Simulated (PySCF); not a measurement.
# Substituent chemical shifts

Parent skeleton `[CH2:1]=[CH:2][SiH2:3][C:4](=[CH2:5])[O:6][SiH3:7]`; one hydrogen on atom 3 is replaced by X. Hydrogens on one atom are averaged.

Computed data (PySCF 2.14.0 with density-fitted response routines): PBE0/pcSseg-1 with gauge-including orbitals, geometry: GFN2-xTB. Averaged over atoms made equivalent by symmetry, fast rotation or ring inversion, in vacuum, one conformer, non-relativistic.

Referencing at the same level of theory: TMS for 13C (σref 186.93), 29Si (σref 349.16), 1H (σref 31.72); 17O (σref 336.08) against H2O.

Parent (X = H): C1 145.4, C2 139.4, Si3 -50.8, C4 169.6, C5 108.5, O6 106.4, Si7 -46.6, H(C1) 6.42, H(C2) 6.52 ppm. Effects are Δδ = δ(X) − δ(H), positive for deshielding.

(1) Order these by the shift of Si3, most shielded first.
A. X = CHO
B. X = OCH3
C. X = ethynyl

(2) Order these by the shift of C5, most shielded first.
A. X = CHCl2
B. X = OCH3
C. X = ethynyl

Results:

(1) C (-7.6 ppm), A (+10.9 ppm), B (+20.8 ppm).

(2) B (-1.8 ppm), C (+0.1 ppm), A (+1.9 ppm).

Experimental scales use liquid or dissolved standards, which lie at an offset from isolated H2O (liquid H2O: subtract about 36 ppm).
